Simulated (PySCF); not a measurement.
# Trend along group 14: MGe cations

PBE0 with double-zeta basis sets in PySCF, for the lowest determinant that a PBE0 search found; no spin–orbit coupling. De refers to high-spin ground-configuration atoms (the charge goes to the atom of lower measured ionisation energy or higher electron affinity, which is not always the lowest computed limit). A positive dipole points towards Ge; it is taken about the centre of mass and depends on that origin.

```tsv
M	basis	charged atom	state (unpaired electrons)	Re (Å)	ωe (cm⁻¹)	De (eV)	μ (D)
C	def2-SVPD	Ge+	quartet (σ ↑, π ↑↑)	1.914	704	3.39	0.11
Si	def2-SVP	Ge+	quartet (σ ↑, π ↑↑)	2.347	371	3.28	-2.13
Ge	pcseg-1	Ge+	quartet (σ ↑, π ↑↑)	2.420	260	3.25	n/a
Sn	cc-pVDZ-PP	Sn+	quartet (σ ↑, π ↑↑)	2.606	214	2.71	0.09
Pb	def2-SVP	Pb+	quartet (σ ↑, π ↑↑)	2.679	188	n/a	0.79
```

By what factor does the bond length vary along the series?

At PBE0 it runs from 1.914 Å (GeC⁺) to 2.606 Å (SnGe⁺), a factor of 1.36.

The rows differ in basis set, which adds steps of its own.

Down a group the atoms grow and get heavier, so bonds lengthen and wavenumbers fall; this series shows no clear exception.

These are scalar-relativistic numbers at best; spin–orbit coupling would shift them, the dissociation energy most. For an ion De counts to the pair picked by the measured ionisation energies or electron affinities, which need not be the lowest pair at this level. States were picked by a PBE0 search and need not be the measured ground states.
